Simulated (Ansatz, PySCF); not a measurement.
Process, species as SMILES: C=C1CCCCC1 [methylidenecyclohexane] + 7 C (CH4) -> C=C (C2H4) [ethene] + 6 CC (C2H6) [ethane]
Structures are relaxed separately at B3LYP-D3(BJ)/def2-TZVP in Ansatz (an electronic-structure program), one conformer each, not searched for the lowest.
Geometry of the first species:
```xyz
19

C      2.2683     0.0092     0.6804
C      1.1171     0.0000     0.0154
C      0.3962    -1.2690    -0.3521
C     -1.0451    -1.2603     0.1800
C     -1.7941    -0.0034    -0.2643
C     -1.0446     1.2654     0.1440
C      0.3967     1.2583    -0.3881
H      2.7603     0.9366     0.9483
H      2.7599    -0.9104     0.9746
H      0.9406    -2.1386     0.0196
H      0.3609    -1.3532    -1.4457
H     -1.0190    -1.2984     1.2737
H     -1.5711    -2.1569    -0.1569
H     -1.9089    -0.0189    -1.3542
H     -2.8029     0.0028     0.1558
H     -1.0185     1.3346     1.2362
H     -1.5702     2.1522    -0.2182
H      0.3615     1.3113    -1.4836
H      0.9415     2.1379    -0.0413
```

Wanted: bond separation energy (enthalpy at 298 K, with B3LYP-D3(BJ) rigid-rotor harmonic-oscillator terms from PySCF), in kcal/mol. Valence correlation only, unless marked. No spin-orbit coupling. Non-relativistic unless marked X2C. Basis-set limits of correlation are two-point, X^-3; Hartree-Fock from the larger set. [CCSD(T)-MP2]/basis is that difference in the basis named.

```json
[
 {"level": "HF/STO-3G", "program": "Ansatz", "bond separation energy (kcal/mol)": "15.9"},
 {"level": "SCS-MP2/6-31G*", "program": "Ansatz", "bond separation energy (kcal/mol)": "23.5"}
]
```

Q: What does RI-MP2/CBS(cc-pVTZ,cc-pVQZ)+[CCSD(T)-MP2]/cc-pVTZ (Ansatz) give?

A: 23.6 kcal/mol, so SCS-MP2/6-31G* differs from it by -0.1 kcal/mol.
